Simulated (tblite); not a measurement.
Compound: C4H13FGeN2.
SMILES with atom numbers: `[CH3:1][CH2:2][CH2:3][Ge@@:4]([NH2:5])([F:6])[NH:7][CH3:8]` (hydrogens: H9, H10, H11 on C1; H12, H13 on C2; H14, H15 on C3; H16, H17 on N5; H18 on N7; H19, H20, H21 on C8)

Computed with GFN2-xTB (tblite), gas phase: L-BFGS steps from a force-field or distance-geometry start until the largest atomic force falls under 0.01 eV/Å.

Step 4: E = -754.7888 eV
```
atom  x, y, z in Å  |  force x, y, z in eV/Å
C1      2.8516    0.8766   -0.4202    0.087   0.069  -0.010
C2      1.5709    0.0697   -0.4561   -0.005  -0.077  -0.049
C3      0.6876    0.3850    0.7386   -0.032   0.037   0.058
Ge4    -0.9441   -0.6987    0.6320   -0.152   0.231   0.084
N5     -0.6110   -2.4667    0.8293   -0.074  -0.171  -0.031
F6     -2.0572   -0.1894    1.9681    0.099  -0.180  -0.071
N7     -1.8589   -0.3840   -0.9394   -0.102  -0.044   0.082
C8     -2.2802    1.0025   -1.0899   -0.104   0.063  -0.007
H9      3.4778    0.6394   -1.2717    0.099  -0.017  -0.114
H10     3.4054    0.6627    0.4865    0.097  -0.017   0.112
H11     2.6269    1.9367   -0.4408    0.009   0.157  -0.008
H12     1.8107   -0.9946   -0.4574    0.040  -0.054   0.015
H13     1.0257    0.2799   -1.3762   -0.034   0.033  -0.079
H14     1.1944    0.1458    1.6693    0.106   0.044   0.076
H15     0.4242    1.4411    0.7582    0.072   0.053   0.030
H16    -0.0655   -2.7746    0.0351    0.065  -0.182   0.051
H17    -1.4594   -3.0141    0.8400   -0.034  -0.217   0.113
H18    -2.6777   -0.9813   -1.0066    0.032  -0.001  -0.131
H19    -2.7956    1.1498   -2.0348   -0.051  -0.059  -0.116
H20    -1.4012    1.6396   -1.0703    0.075   0.047  -0.024
H21    -2.9335    1.2917   -0.2697   -0.193   0.287   0.017
```

Step 5: E = -754.8043 eV
```
atom  x, y, z in Å  |  force x, y, z in eV/Å
C1      2.8521    0.8765   -0.4214    0.159   0.134  -0.003
C2      1.5720    0.0720   -0.4560    0.032  -0.138  -0.034
C3      0.6894    0.3830    0.7375   -0.013   0.190   0.142
Ge4    -0.9416   -0.6953    0.6306   -0.209   0.074   0.157
N5     -0.6193   -2.4666    0.8252   -0.063  -0.235  -0.069
F6     -2.0553   -0.1991    1.9663    0.097  -0.157  -0.033
N7     -1.8634   -0.3783   -0.9237   -0.212  -0.094  -0.103
C8     -2.2864    1.0022   -1.0907   -0.135   0.196  -0.014
H9      3.4814    0.6412   -1.2724    0.068  -0.023  -0.098
H10     3.4073    0.6648    0.4853    0.088  -0.032   0.110
H11     2.6306    1.9380   -0.4405   -0.001   0.140  -0.017
H12     1.8102   -0.9914   -0.4574    0.065  -0.104   0.015
H13     1.0277    0.2781   -1.3744   -0.080   0.071  -0.152
H14     1.1980    0.1520    1.6701    0.098  -0.005   0.056
H15     0.4316    1.4427    0.7617    0.045  -0.001   0.002
H16    -0.0641   -2.7854    0.0404    0.025  -0.137   0.099
H17    -1.4595   -3.0302    0.8462    0.032  -0.094   0.103
H18    -2.6772   -0.9796   -1.0176    0.085  -0.013  -0.070
H19    -2.7983    1.1489   -2.0417    0.000  -0.103  -0.010
H20    -1.4054    1.6348   -1.0706    0.107   0.104  -0.046
H21    -2.9387    1.3086   -0.2731   -0.187   0.228  -0.034
```

Problem. Estimate the geometry and energy of step 6. (The exact step hangs on the optimiser's Hessian estimate; all steps are aligned on step 5, rigid shifts and turns removed.)

Solution. E = -754.8222 eV, largest force 0.372 eV/Å
```
atom  x, y, z in Å  |  force x, y, z in eV/Å
C1      2.8556    0.8786   -0.4228    0.167   0.142   0.005
C2      1.5738    0.0734   -0.4565    0.068  -0.122  -0.014
C3      0.6919    0.3831    0.7385    0.028   0.246   0.157
Ge4    -0.9423   -0.6909    0.6319   -0.183  -0.156   0.160
N5     -0.6305   -2.4697    0.8193   -0.046  -0.223  -0.074
F6     -2.0512   -0.2141    1.9636    0.054  -0.114   0.058
N7     -1.8724   -0.3714   -0.9065   -0.267  -0.044  -0.255
C8     -2.2961    1.0055   -1.0915   -0.116   0.276  -0.009
H9      3.4869    0.6432   -1.2748    0.021  -0.010  -0.044
H10     3.4113    0.6669    0.4857    0.061  -0.027   0.060
H11     2.6352    1.9423   -0.4404    0.003   0.077  -0.025
H12     1.8110   -0.9898   -0.4571    0.080  -0.115   0.013
H13     1.0289    0.2771   -1.3748   -0.082   0.086  -0.152
H14     1.2041    0.1595    1.6720    0.078  -0.055   0.030
H15     0.4416    1.4453    0.7660    0.004  -0.019  -0.027
H16    -0.0618   -2.8015    0.0486   -0.017  -0.085   0.128
H17    -1.4595   -3.0521    0.8558    0.085   0.035   0.079
H18    -2.6758   -0.9785   -1.0325    0.083  -0.049  -0.008
H19    -2.8017    1.1457   -2.0505    0.044  -0.121   0.097
H20    -1.4090    1.6305   -1.0719    0.088   0.139  -0.069
H21    -2.9488    1.3340   -0.2782   -0.151   0.141  -0.110
```

The energy changes by -0.0180 eV. The first-order estimate −F·Δx gives -0.0248 eV and the mean of the old and new forces, exact on a quadratic surface, -0.0180 eV. The step makes an angle of 60° with the force vector and moves no atom by more than 0.028 Å.

What follows is the cost of the whole relaxation. The run took 2.8 s on an AMD EPYC 7R43 with one thread, no GPU (shared host).
